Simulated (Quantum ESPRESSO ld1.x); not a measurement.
All-electron atom: V10+ in [Ne] 3s2 3p1. Calculated with ld1.x of Quantum ESPRESSO 7.5: non-relativistic Kohn-Sham, LDA (Slater exchange, Perdew-Zunger correlation), spin-polarised, spherical densities, point nucleus; open shells are filled with parallel spins first.

Unscreened Slater integrals over Kohn-Sham orbitals (cm^-1). They are taken over the spin-up orbitals. Empty in this configuration: 3d.

F0(3p,3p): 237780
F2(3p,3p): 121010
F0(3p,3s): 237550
G1(3p,3s): 157550
F0(3p,2p): 317310
F2(3p,2p): 72729
G0(3p,2p): 29692
G2(3p,2p): 31478
F0(3p,2s): 309580
G1(3p,2s): 23023
F0(3p,3d): 242130
F2(3p,3d): 119960
G1(3p,3d): 138430
G3(3p,3d): 89744
F0(3s,3s): 237670
F0(3s,2p): 312600
G1(3s,2p): 29914
F0(3s,2s): 307010
G0(3s,2s): 23739
F0(3s,3d): 242200
G2(3s,3d): 107290
F0(2p,2p): 735990
F2(2p,2p): 346470
F0(2p,2s): 678940
G1(2p,2s): 392860
F0(2p,3d): 323340
F2(2p,3d): 81207
G1(2p,3d): 67690
G3(2p,3d): 38679
F0(2s,2s): 641970
F0(2s,3d): 321010
G2(2s,3d): 62138
F0(3d,3d): 250400
F2(3d,3d): 127890
F4(3d,3d): 82373

Derived for the open shells (J is the average intra-shell exchange parameter used in DFT+U). 3p: J = F2/5 = 24200 cm^-1.
